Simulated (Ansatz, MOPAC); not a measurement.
System: H5BPO2, charge 1, multiplicity 1. SMILES: OB(O)[PH3+]

Atoms: O1, B2, O3, P4, H5, H6, H7, H8, H9. Bonds: O1-B2, O1-H5, B2-O3, B2-P4, O3-H6, P4-H7, P4-H8, P4-H9.

Bond lengths (Å) and angles (degrees) optimised at PM6 with MOPAC; PM7 with MOPAC; MNDO with MOPAC; HF/STO-3G with Ansatz (an electronic-structure program), each started from the B3LYP-D3(BJ)/def2-TZVP structure (Ansatz) of the last column. A row stands for all coordinates that are equal there; 11 of 17 kinds are shown. No wavenumbers were computed at PM6, PM7, MNDO, HF/STO-3G, so these may be saddle points.

```json
[
 {"coordinate": "O1-B2", "PM6": "1.324", "PM7": "1.347", "MNDO": "1.333", "HF/STO-3G": "1.328", "B3LYP-D3(BJ)/def2-TZVP": "1.331"},
 {"coordinate": "O1-H5", "PM6": "0.952", "PM7": "0.968", "MNDO": "0.949", "HF/STO-3G": "0.982", "B3LYP-D3(BJ)/def2-TZVP": "0.967"},
 {"coordinate": "B2-O3", "PM6": "1.323", "PM7": "1.346", "MNDO": "1.334", "HF/STO-3G": "1.328", "B3LYP-D3(BJ)/def2-TZVP": "1.332"},
 {"coordinate": "B2-P4", "PM6": "2.072", "PM7": "2.101", "MNDO": "1.896", "HF/STO-3G": "1.972", "B3LYP-D3(BJ)/def2-TZVP": "1.995"},
 {"coordinate": "P4-H7", "PM6": "1.451", "PM7": "1.461", "MNDO": "1.354", "HF/STO-3G": "1.377", "B3LYP-D3(BJ)/def2-TZVP": "1.399"},
 {"coordinate": "P4-H8", "PM6": "1.451", "PM7": "1.461", "MNDO": "1.354", "HF/STO-3G": "1.378", "B3LYP-D3(BJ)/def2-TZVP": "1.400"},
 {"coordinate": "O1-B2-O3", "PM6": "139.3", "PM7": "137.2", "MNDO": "134.5", "HF/STO-3G": "134.9", "B3LYP-D3(BJ)/def2-TZVP": "136.4"},
 {"coordinate": "O1-B2-P4", "PM6": "109.6", "PM7": "110.8", "MNDO": "112.9", "HF/STO-3G": "112.7", "B3LYP-D3(BJ)/def2-TZVP": "112.5"},
 {"coordinate": "O3-B2-P4", "PM6": "111.1", "PM7": "112.0", "MNDO": "112.6", "HF/STO-3G": "112.4", "B3LYP-D3(BJ)/def2-TZVP": "111.2"},
 {"coordinate": "B2-O1-H5", "PM6": "129.1", "PM7": "125.0", "MNDO": "121.3", "HF/STO-3G": "115.6", "B3LYP-D3(BJ)/def2-TZVP": "120.6"},
 {"coordinate": "B2-O3-H6", "PM6": "129.3", "PM7": "125.3", "MNDO": "121.2", "HF/STO-3G": "115.6", "B3LYP-D3(BJ)/def2-TZVP": "120.9"}
]
```

Mean signed difference of all 8 bond lengths from B3LYP-D3(BJ)/def2-TZVP: PM6 0.023 Å, PM7 0.040 Å, MNDO -0.033 Å, HF/STO-3G -0.008 Å.
